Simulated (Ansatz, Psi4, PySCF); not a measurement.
H2AlO2 (SMILES [OH][Al][OH]), doublet, geometry from GFN2-xTB (such geometries of metal compounds can be far from the true shape) (the spin is typed, not shown lowest), atoms displaced at random by about 0.03 Å a coordinate. Base run: R2SCAN/6-31G, gradient run with PySCF.

The PySCF input:
```python
from pyscf import gto, scf, dft

mol = gto.M(
    atom='''
Al    0.008418   -0.269146   -0.040728
O     1.121157    0.365341   -1.033750
H     1.864797    0.768705   -1.612641
O    -1.203584   -0.022288    1.084247
H    -1.901755    0.132205    1.667519
''',
    basis='6-31g',
    charge=0,
    spin=1,
    verbose=4,
)

mf = dft.UKS(mol)
mf.xc = 'r2scan'
mf.kernel()
g = mf.nuc_grad_method()
grad = g.kernel()
```

Programs used: Ansatz (a program for electronic structure), Psi4, PySCF; a row that names a program was run with it.

The coordinate followed is z of atom 3.

The base run was repeated with changes; each row names its change, and settings that it needs were set with it.

```
change                                                  dE/dx (Eh/bohr)  net force (Eh/bohr)
------------------------------------------------------  ---------------  -------------------
base                                                          -0.034068             0.000259
finite difference step (bohr) = 1e-5; conv_tol = 1e-11        -0.034069                    -
finite difference step (bohr) = 1e-3; conv_tol = 1e-11        -0.034069                    -
conv_tol = 1e-6                                               -0.034073             0.000259
finite difference step (bohr) = 0.05; conv_tol = 1e-11        -0.034032                    -
finite difference step (bohr) = 0.01; conv_tol = 1e-11        -0.034068                    -
grids.level = 1; grid_response = on                           -0.034103             0.000000
grids.level = 5; grid_response = off                          -0.034062             0.000126
conv_tol = 1e-4                                               -0.034053             0.000259
code = psi4                                                   -0.034058             0.000176
finite difference step (bohr) = 1e-4; conv_tol = 1e-11        -0.034069                    -
code = ansatz                                                 -0.034063             0.000000
```

The net force is zero for an exact gradient.

Open shells are given as the SCF converged; they aren't shown to be the lowest states, and a large step between rows can be another state.
